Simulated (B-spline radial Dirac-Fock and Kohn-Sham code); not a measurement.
System: S¹²⁺, 1s2 2s2. The computed values come from a radial atomic solver: a relativistic central-field model (Hartree-Slater potential of the initial state, Latter tail, multipole expansion of the photon field, Dirac-Fock thresholds).

**Question.** Which of the sources Al Kα (taken as 1486.9 eV), Ag Lα (2984.4 eV), Ga Kα (9251.7 eV), Mo Kα (17479.3 eV) can ionise the 1s level, and how does the cross section change among them?

**Answer.** The computed threshold is 3061.4 eV, above Al Kα, Ag Lα; the others can ionise it. Cross sections: Ga Kα 3.11 kb, Mo Kα 0.472 kb. From the first to the last it falls by a factor of 6.6.
